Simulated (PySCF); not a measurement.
Breaking a bond: Na2 (cation, charge +1), doublet.

- UMP2 = MP2 on UHF/cc-pVTZ, 2 core orbitals frozen (PySCF)
- UKS-M06-2X = unrestricted M06-2X/cc-pVTZ run with PySCF
- UHF/cc-pVTZ (PySCF)

Energies are in mEh, each relative to the lowest point of its own curve near equilibrium.

```json
[
 {"R / Å": "2.72", "UMP2": "15.3", "UKS-M06-2X": "9.5", "UHF": "17.7"},
 {"R / Å": "2.95", "UMP2": "6.9", "UKS-M06-2X": "4.4", "UHF": "?"},
 {"R / Å": "3.13", "UMP2": "?", "UKS-M06-2X": "2.0", "UHF": "4.8"},
 {"R / Å": "3.29", "UMP2": "?", "UKS-M06-2X": "?", "UHF": "2.3"},
 {"R / Å": "3.43", "UMP2": "0.3", "UKS-M06-2X": "0.1", "UHF": "0.9"},
 {"R / Å": "3.52", "UMP2": "0.0", "UKS-M06-2X": "0.0", "UHF": "0.4"},
 {"R / Å": "3.65", "UMP2": "0.0", "UKS-M06-2X": "0.1", "UHF": "0.0"},
 {"R / Å": "3.79", "UMP2": "0.3", "UKS-M06-2X": "0.4", "UHF": "0.0"},
 {"R / Å": "3.88", "UMP2": "0.7", "UKS-M06-2X": "0.8", "UHF": "0.2"},
 {"R / Å": "4.00", "UMP2": "1.4", "UKS-M06-2X": "1.4", "UHF": "?"},
 {"R / Å": "4.22", "UMP2": "3.0", "UKS-M06-2X": "2.8", "UHF": "2.1"},
 {"R / Å": "4.49", "UMP2": "5.4", "UKS-M06-2X": "4.8", "UHF": "4.3"},
 {"R / Å": "4.88", "UMP2": "9.4", "UKS-M06-2X": "8.1", "UHF": "8.1"},
 {"R / Å": "5.44", "UMP2": "15.1", "UKS-M06-2X": "12.5", "UHF": "13.7"},
 {"R / Å": "6.07", "UMP2": "21.0", "UKS-M06-2X": "16.2", "UHF": "19.6"},
 {"R / Å": "6.51", "UMP2": "24.5", "UKS-M06-2X": "?", "UHF": "23.1"},
 {"R / Å": "7.24", "UMP2": "29.0", "UKS-M06-2X": "20.0", "UHF": "27.6"},
 {"R / Å": "8.05", "UMP2": "32.4", "UKS-M06-2X": "21.0", "UHF": "31.0"},
 {"R / Å": "8.96", "UMP2": "34.4", "UKS-M06-2X": "21.4", "UHF": "33.1"},
 {"R / Å": "9.88", "UMP2": "35.5", "UKS-M06-2X": "21.3", "UHF": "34.3"},
 {"R / Å": "11.08", "UMP2": "36.2", "UKS-M06-2X": "21.0", "UHF": "35.0"}
]
```

Q: Fill in the missing entries.

A: 
- 2.95, UHF: 9.2
- 3.13, UMP2: 3.1
- 3.29, UMP2: 1.2
- 3.29, UKS-M06-2X: 0.7
- 4.00, UHF: 0.7
- 6.51, UKS-M06-2X: 18.0

At the longest distance UKS-M06-2X leaves fractional charges on the fragments, a sign of delocalisation error or of the restricted form.
